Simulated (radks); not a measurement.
Results of a calculation; reference values are marked as such.
Task: Rh, configuration [Kr] 4d8 5s1 (the NIST ground configuration). Code: a radial shooting solver on a logarithmic mesh with Libxc functionals. Model: scalar-relativistic Kohn-Sham, LDA (Slater exchange, VWN5 correlation), spin-polarised, spherical densities, point nucleus; open shells are filled with parallel spins first (spin-orbit coupling, left out, can overturn this in heavy ions); hard spherical wall at 8 bohr. Some entries of the table are withheld. Estimate them.

orbital  occ.  eigenvalue (eV)  <r> (bohr)  <1/r> (bohr^-1)
1s up       1        -23008.77     0.03266            47.00
1s down     1        -23008.75     0.03266            47.00
2s up       1        -3336.454      0.1421            10.64
2s down     1        -3336.165      0.1421            10.64
2p up       3        -2992.169      0.1238            10.31
2p down     3        -2991.938      0.1238            10.31
3s up       1        -595.5420      0.3914            3.704
3s down     1        -595.3256      0.3914            3.704
3p up       3        -482.3777      0.3911            3.531
3p down     3        -482.1438      0.3910            3.531
3d up       5        -300.8591      0.3707            3.306
3d down     5        -300.5558      0.3706            3.306
4s up       1         -82.8819      0.9798            1.405
4s down     1         -81.6518      0.9785            1.408
4p up       3         -50.8900       1.082            1.254
4p down     3         -49.5996       1.080            1.257
4d up       5          -6.5475       1.591           0.8645
4d down     3          -5.1799       1.601           0.8629
5s up       1          -4.8465         (1)           0.4069
5s down     0          -3.7497         (2)           0.3952
5p up       0          -0.6762       3.863           0.3153
5p down     0           0.1585       3.990           0.3027
6s up       0              (3)       4.840              (4)
6s down     0              (5)       4.825              (6)
4f up       0           7.4470       5.102           0.2091
4f down     0           7.8877       5.178           0.2051

Result: 
(1) 5s up <r> (bohr): 3.112
(2) 5s down <r> (bohr): 3.201
(3) 6s up eigenvalue (eV): 4.4431
(4) 6s up <1/r> (bohr^-1): 0.2830
(5) 6s down eigenvalue (eV): 4.9822
(6) 6s down <1/r> (bohr^-1): 0.2864
